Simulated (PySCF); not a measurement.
Calculation: TPSSh-D3(BJ)/def2-TZVP // PBE-D3(BJ)/def2-SVP in PySCF. All species are isolated molecules in the gas phase. One relaxed conformer stands for a flexible species; it need not be the lowest. 

Reference species: [Cd(CH3)2] (neutral, multiplicity 1).

* **LUMO**: -0.26 eV
* **HOMO–LUMO gap**: 5.94 eV
* **charge on the central atom (Mulliken)**: 0.61 e
* **coordination number**: 2

Changed species: [Cd(Br)2] (2 of 2 CH3 replaced by Br; the reference has 0 of 2 CH3 replaced by Br).

Question: What does the change do to the LUMO, HOMO–LUMO gap, charge on the central atom (Mulliken) and coordination number?

Answer: the LUMO falls by 2.51 eV, to -2.77 eV; the HOMO–LUMO gap decreases by 0.99 eV, to 4.95 eV; the charge on the central atom (Mulliken) rises by 0.12 e, to 0.73 e; the coordination number stays essentially unchanged.
